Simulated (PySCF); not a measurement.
Run record: excited-state job, `O=C(c1[nH]nnc1)C`.

Method: TDDFT wB97X-D/def2-SVPD, vertical, gas phase, core orbitals frozen in the response (PySCF 2.14.0, density-fitted response routines). Geometry: GFN2-xTB. A driver script takes a list of jobs; this job's settings line and coordinates (Å) are shown.

Input:
```
{"job": {"kind": "uv", "xc": "wB97X-D", "basis": "def2-SVPD", "nstates": 8, "ntriplets": 3}, "charge": 0, "multiplicity": 1}
C     -1.943438     0.330224     0.027655
C     -0.861610    -0.690739    -0.189118
O     -1.070626    -1.849592    -0.472639
C      0.506285    -0.189717    -0.033403
C      1.072211     1.040855     0.275028
N      2.405798     0.900260     0.276009
N      2.706069    -0.313234    -0.005747
N      1.594472    -0.991363    -0.196759
H     -2.918320    -0.130006    -0.108040
H     -1.822255     1.148373    -0.679314
H     -1.866717     0.737872     1.033547
H      0.607526     1.980982     0.486910
H      1.586217    -1.973428    -0.431858
```

What does the run print?

```
coarse grid: 11720 points
cycle   1  E = -394.2393337980  dE =  1.883e+00  |g| = 8.900e-01  |ddm| = 6.269e+00
cycle   2  E = -394.0411519887  dE =  1.982e-01  |g| = 1.406e+00  |ddm| = 3.427e+00
cycle   3  E = -394.4132824729  dE = -3.721e-01  |g| = 7.821e-02  |ddm| = 2.266e+00
cycle   4  E = -394.4142669638  dE = -9.845e-04  |g| = 5.803e-02  |ddm| = 2.534e-01
cycle   5  E = -394.4149591300  dE = -6.922e-04  |g| = 1.751e-02  |ddm| = 1.162e-01
cycle   6  E = -394.4150352720  dE = -7.614e-05  |g| = 5.591e-03  |ddm| = 4.459e-02
cycle   7  E = -394.4150457244  dE = -1.045e-05  |g| = 1.710e-03  |ddm| = 2.137e-02
cycle   8  E = -394.4150471942  dE = -1.470e-06  |g| = 8.215e-04  |ddm| = 8.226e-03
final grid: 115880 points
cycle   9  E = -394.4705000652  dE = -9.060e-05  |g| = 6.276e-03  |ddm| = 2.309e-01
cycle  10  E = -394.4704998336  dE =  2.316e-07  |g| = 6.976e-03  |ddm| = 2.576e-02
cycle  11  E = -394.4705096587  dE = -9.825e-06  |g| = 9.848e-04  |ddm| = 1.298e-02
cycle  12  E = -394.4705098475  dE = -1.888e-07  |g| = 5.811e-04  |ddm| = 3.700e-03
cycle  13  E = -394.4705099272  dE = -7.968e-08  |g| = 1.372e-04  |ddm| = 2.031e-03
cycle  14  E = -394.4705099324  dE = -5.175e-09  |g| = 3.632e-05  |ddm| = 4.942e-04
cycle  15  E = -394.4705099332  dE = -7.943e-10  |g| = 2.496e-05  |ddm| = 2.368e-04
converged SCF energy = -394.4705099332

Static polarisability (au): isotropic 69.124, principal 44.476 73.489 89.408

Singlet excitations
state   eV       nm        f      main configurations
  1   4.1287    300.3   0.00010   H->L 0.48, H-2->L 0.47
  2   5.0290    246.5   0.00213   H-2->L 0.45, H->L 0.45
  3   5.6565    219.2   0.29305   H-1->L 0.97
  4   6.4033    193.6   0.01770   H-3->L 0.88, H-1->L+1 0.09
  5   6.5480    189.3   0.01005   H->L+1 0.67, H-2->L+1 0.20
  6   6.8728    180.4   0.00083   H-4->L 0.78, H-4->L+1 0.10
  7   7.6734    161.6   0.08309   H-1->L+1 0.81, H-3->L 0.09
  8   7.8957    157.0   0.04387   H->L+2 0.48, H-2->L+2 0.34

Triplet excitations (Tamm-Dancoff, eV): 3.6605 3.8964 4.4693
```

The SCF starts on a coarse grid where the log names one; the energy can jump when the final grid takes over, and dE then counts from the start density on the new grid. H and L stand for HOMO and LUMO; the number after each pair is its weight.

Give the mean polarisability as a volume in Å³, and the ratio of the largest to the smallest principal value.

69.124 au × 0.148185 = 10.24 Å³; 89.408/44.476 = 2.01.

In short: HOMO -9.94 eV, LUMO -0.42 eV; lowest singlet 4.13 eV; lowest triplet 3.66 eV (Tamm–Dancoff); mean polarisability 69.1 au.

Time: 36 s. Hardware: one thread of an Arm Neoverse V1 (shared host).

One conformer stands for the species.
Labels such as C1 count atoms from 1, the log's own numbers from 0.

wB97X-D is run here without its empirical dispersion term; that term would change no orbital, density or response property at a fixed geometry.
